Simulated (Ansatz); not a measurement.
Harmonic frequencies (cm⁻¹) at PBE0-D4/def2-TZVP from Ansatz: 48, 89, 147, 196, 245, 312, 494, 653, 675, 713, 769, 810, 829, 867, 888, 923, 949, 1083, 1224, 1279, 1413, 1447, 1448, 2215, 2248, 2662, 3050, 3133, 3140, 3580.

Each molecule was computed in one conformer, which needn't be the lowest.

Question: Which molecule is it?
A. `BN(C)[SiH2]Cl`
B. `C[SiH](N)BCl`
C. `C[SiH2]B(N)Cl`
D. `C[SiH2]NBCl`

Answer: D.
